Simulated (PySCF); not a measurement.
**MgBe: from constants to spectrum**

PBE constants of MgBe, ¹Σ⁺ (singlet), closed shell (basis Mg def2-SVPD, Be def2-SVPD; no relativity; PySCF 2.14; masses 23.9850 and 9.0122 u):

| Property | Result |
| --- | --- |
| ωe | 200.5 cm⁻¹ |
| ωexe | 4.09 cm⁻¹ |
| Be | 0.29335 cm⁻¹ |
| αe | 0.00695 cm⁻¹ |
| D (centrifugal) | 2.51e-06 cm⁻¹ |
| De to Mg + Be | 0.269 eV |

(1) Estimate the standard entropy (1 bar) and heat capacity of the ideal gas at 500 K, rigid rotor with B0 and harmonic oscillator at the fundamental.

Closed-shell solutions of metal pairs were not tested for spin polarisation, which can lower them a little. The bond is weak. Basis-set superposition, not corrected here, can be much of De in a small basis, most of all at correlated wavefunction levels. Functionals without a dispersion term scatter widely for such bonds, and LDA overbinds them.

Answers

(1) Translation (Sackur–Tetrode, M = 33.00 u): 163.2 J/(mol K). Rotation: q = kT/(σB0) = 1200 with σ = 1, 67.3. Vibration: x = hcν0/kT = 0.553, 13.34. S° = 243.8 J/(mol K); Cp = 7R/2 + 8.11 = 37.2 J/(mol K).
